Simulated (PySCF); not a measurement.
Level of theory: PySCF 2.14.0 with PBE0-D3(BJ)/def2-TZVP. Gas-phase values, no solvent. 

Reference species (SMILES): `C=C=N` (neutral, multiplicity 1).

- dipole moment: 1.50 D
- HOMO–LUMO gap: 6.86 eV
- HOMO: -6.94 eV

Changed species: `[C-]#[N+]C`.

Predict the effect on the dipole moment, HOMO–LUMO gap and HOMO.

the dipole moment rises by 2.39 D, to 3.89 D; the HOMO–LUMO gap rises by 2.56 eV, to 9.42 eV; the HOMO falls by 1.75 eV, to -8.69 eV.
